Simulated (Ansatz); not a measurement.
Computed with Ansatz on PBE0-D4/def2-TZVP structures; ΔE is electronic, products minus reactants. CBS: MP2 limit from def2 TZ/QZ plus the TZ coupled-cluster correction, frozen cores. DFT in def2-TZVPP. B3LYP here is the variant with VWN-RPA as its local correlation; programs differ in this. One conformer a species, not always the lowest.

`NBO[SiH3]` + `FCOCC(F)F` → `FCOBO[SiH3]` + `NCC(F)F`  (formal exchange of groups at a B–N bond)

Question: Is it downhill or uphill in electronic energy at CCSD(T)/CBS, and by how much? (Best estimate.)

Answer: The calculation gave: Downhill: ΔE = -6.0 kcal/mol.

Question: What do these levels give: PBE0-D4, B3LYP-D4, ωB97X-V, PBE, r2SCAN, PBE0, HF/def2-TZVPP, MP2/def2-TZVPP, SCS-MP2/def2-TZVPP, HF/def2-QZVPP, MP2/def2-QZVPP, MP2/CBS(def2)? (Best estimate.)

Answer: The calculation gave: PBE0-D4 -5.2, B3LYP-D4 -5.1, ωB97X-V -5.2, PBE -4.6, r2SCAN -5.1, PBE0 -5.1, HF/def2-TZVPP -6.3, MP2/def2-TZVPP -6.0, SCS-MP2/def2-TZVPP -5.9, HF/def2-QZVPP -6.4, MP2/def2-QZVPP -6.2, MP2/CBS(def2) -6.2 kcal/mol.

Largest T1 diagnostic among the species: 0.013.
